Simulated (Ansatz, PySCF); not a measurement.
Gas-phase reaction (SMILES): ClB(Cl)Cl [trichloroborane] + F (HF) -> FB(Cl)Cl + Cl (HCl); hydrogen fluoride cleaves one B-Cl bond, a model of a ligand-exchange step.

Structures are relaxed separately at B3LYP-D3(BJ)/def2-TZVP in Ansatz (an electronic-structure program). Valence correlation only, unless marked. No spin-orbit coupling. No relativistic terms. CBS marks a two-point X^-3 extrapolation of the correlation energy; Hartree-Fock from the larger set. Thermal terms are rigid-rotor harmonic-oscillator values from B3LYP-D3(BJ) frequencies (Ansatz or PySCF) at 298.15 K and 1 atm. 1 Eh = 627.5095 kcal/mol.

```tsv
species	E, CCSD(T)/CBS(cc-pV(T+d)Z,cc-pV(Q+d)Z) (Ansatz) (Eh)	E, PBE0-D4/def2-TZVPD (Ansatz + dftd4) (Eh)	H - E (Eh)	G - E (Eh)
ClB(Cl)Cl	-1404.23938	-1405.14117	0.01290	-0.02001
F (HF)	-100.39146	-100.39487	0.01259	-0.00713
FB(Cl)Cl	-1044.27408	-1044.89015	0.01416	-0.01849
Cl (HCl)	-460.37849	-460.66608	0.01000	-0.01120
```

Q: Work out ΔE and ΔH, ΔG, ΔS and the equilibrium constant at 298.15 K at the first level, then ΔH at the second.

A: 
1. ΔE = [(-1044.27408) + (-460.37849)] - [(-1404.23938) + (-100.39146)] = -0.02173 Eh = -13.6 kcal/mol at CCSD(T)/CBS(cc-pV(T+d)Z,cc-pV(Q+d)Z).
2. The terms H - E add up to -0.00133 Eh, so ΔH = (-0.02173 + (-0.00133))×627.5095 = -14.5 kcal/mol.
3. The terms G - E add up to -0.00255 Eh, so ΔG = -15.2 kcal/mol, and ΔS = (-0.00133 - (-0.00255))×627509.5/298.15 = 2.6 cal/(mol K).
4. log10 K = -ΔG/(RT ln 10) = 11.1, with RT ln 10 = 1.3642 kcal/mol.
5. At PBE0-D4/def2-TZVPD the same steps give ΔE = -12.7 and ΔH = -13.5 kcal/mol, a shift of +1.0 from the first level.
6. These values are not checked against measurement here, since the tables used lack a sound gas-phase enthalpy of formation for at least one species.
